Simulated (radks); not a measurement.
Problem. Isoelectronic series with 8 electrons, each ion in its NIST ground configuration. Method: Dirac Kohn-Sham, LDA (Slater exchange, Perdew-Wang correlation), spin-unpolarised, spherical densities, point nucleus; open shells are shared between the two j in proportion to 2j + 1; computed with a radial shooting solver on a logarithmic mesh with Libxc functionals. Total energies (hartree) and mean radii <r> (bohr):

ion    configuration  E (hartree)   2p3/2   2p1/2   2s1/2
O       [He] 2s2 2p4    -74.52634   1.265   1.263   1.147
F+      [He] 2s2 2p4    -98.47016  0.9833  0.9815  0.9669
Ne2+    [He] 2s2 2p4   -125.94701  0.8118  0.8102  0.8331
Mg4+    [He] 2s2 2p4   -191.49159  0.6065  0.6049  0.6512
Al5+    [He] 2s2 2p4   -229.56412  0.5393  0.5376  0.5869
Si6+    [He] 2s2 2p4   -271.17609  0.4857  0.4840  0.5341
P7+     [He] 2s2 2p4   -316.33325  0.4420  0.4402  0.4900
S8+     [He] 2s2 2p4   -365.04216  0.4056  0.4037  0.4525
Cl9+    [He] 2s2 2p4   -417.31008  0.3748  0.3728  0.4203
K11+    [He] 2s2 2p4   -532.55526  0.3254  0.3233  0.3679
Ca12+   [He] 2s2 2p4   -595.55026  0.3053  0.3031  0.3462
Sc13+   [He] 2s2 2p4   -662.13973  0.2876  0.2853  0.3269
Ti14+   [He] 2s2 2p4   -732.33408  0.2718  0.2694  0.3096
V15+    [He] 2s2 2p4   -806.14432  0.2576  0.2552  0.2941
Cr16+   [He] 2s2 2p4   -883.58211  0.2449  0.2424  0.2799
Mn17+   [He] 2s2 2p4   -964.65974  0.2333  0.2307  0.2671
Fe18+   [He] 2s2 2p4  -1049.39011  0.2228  0.2202  0.2553

Estimate the row of Ar10+ ([He] 2s2 2p4).

Solution. E (hartree) -473.14492; 2p3/2 0.3483; 2p1/2 0.3463; 2s1/2 0.3924.
